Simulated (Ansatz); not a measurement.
Ligand exchange: NaBr + C5H10S → NaSH + C5H9Br

Species: NaBr, singlet; C5H10S (cyclopentanethiol) `SC1CCCC1`, singlet; NaSH `[Na][SH]`, singlet; C5H9Br (bromocyclopentane) `BrC1CCCC1`, singlet. The partners trade Br for SH: Na–Br and C–SH bonds give way to Na–SH and C–Br.

Shapes, held fixed at every level: PBE0-D4/def2-TZVP. Flexible molecules stand in one conformer, not always the lowest. Programs: Ansatz 0.2.0. The zero-point and thermal change to 298 K, harmonic and unscaled (PBE0-D4/def2-TZVP), is -3.7 kJ/mol.

**Question.** Estimate ΔH(298 K) of this reaction.

**Answer.** The highest level, CCSD(T)/def2-TZVPP, gives ΔH(298 K) = +91.3 kJ/mol; the levels span +86.8 to +114.6. The column of differences is taken from that level and isn't an error. No measured value is set beside it here. Relativity is left out for Br. Outer-core shells of Br, Na are correlated in most correlated rows, in sets that cover them unevenly.

| level | kind | ΔH(298 K) (kJ/mol) | less CCSD(T)/def2-TZVPP |
| --- | --- | --- | --- |
| HF/def2-SVP | Hartree–Fock | +114.0 | +22.7 |
| SPW92/def2-TZVPP | LDA | +89.0 | -2.3 |
| PBE-D4/def2-TZVPP | GGA | +86.8 | -4.5 |
| B3LYP-D4/def2-TZVPP | global hybrid | +92.9 | +1.6 |
| MP2/def2-SVP | perturbation theory | +114.6 | +23.3 |
| CCSD(T)/def2-SVP | coupled cluster or CI | +112.6 | +21.3 |
| CCSD(T)/def2-TZVPP | coupled cluster or CI | +91.3 | 0.0 |
